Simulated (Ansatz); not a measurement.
Relaxation of Cl3H4OPZr (10 atoms, charge 0, multiplicity 1), to a largest force component of 0.03 eV/Å in at most 50 steps.

Computed with RKS PBE0-D4/def2-SVP (Ansatz).

```xyz
10
Properties=species:S:1:pos:R:3
Zr 0.095 -0.252 0.077
Cl 0.468 -0.119 2.519
O 1.806 -0.314 -0.667
H 2.672 -0.331 -1.078
Cl -0.894 1.654 -0.864
Cl -0.953 -2.229 -0.617
P -3.350 0.275 1.523
H -3.136 -0.373 0.269
H -3.479 -0.960 2.228
H -1.964 0.384 1.844
```

Task: Where does it end, and by what steps?

Result: It converged. The force dipped under the threshold on the way, but the program's further checks kept it going. After 32 steps the energy has fallen by 0.160 eV; H8 moved furthest, 0.95 Å.

| step | energy less start (eV) | largest force component (eV/Å) | accepted |
| --- | --- | --- | --- |
| 0 | 0.0000 | 1.357 | yes |
| 2 | -0.1196 | 0.133 | yes |
| 4 | -0.1363 | 0.043 | yes |
| 6 | -0.1387 | 0.094 | yes |
| 8 | -0.1399 | 0.008 | yes |
| 10 | -0.1404 | 0.083 | yes |
| 12 | -0.1409 | 0.046 | yes |
| 14 | -0.1424 | 0.059 | yes |
| 16 | -0.1442 | 0.090 | yes |
| 18 | -0.1450 | 0.297 | no |
| 20 | -0.1488 | 0.120 | yes |
| 22 | -0.1513 | 0.038 | yes |
| 24 | -0.1512 | 0.068 | no |
| 26 | -0.1531 | 0.080 | yes |
| 28 | -0.1545 | 0.059 | yes |
| 30 | -0.1562 | 0.183 | yes |
| 32 | -0.1598 | 0.005 | yes |

```xyz
10
Properties=species:S:1:pos:R:3
Zr 0.269 -0.308 0.021
Cl 0.526 0.116 2.313
O 1.983 -0.423 -0.731
H 2.857 -0.481 -1.120
Cl -0.858 1.448 -1.048
Cl -0.806 -2.359 -0.349
P -3.708 -0.036 1.771
H -3.395 0.509 0.488
H -3.045 -1.272 1.500
H -2.558 0.541 2.390
```

Whether the end is a true minimum wasn't checked by a vibrational analysis.

The run took 3.1 min on 4 threads of Arm Neoverse N1 (shared host), peak memory 0.4 GiB.
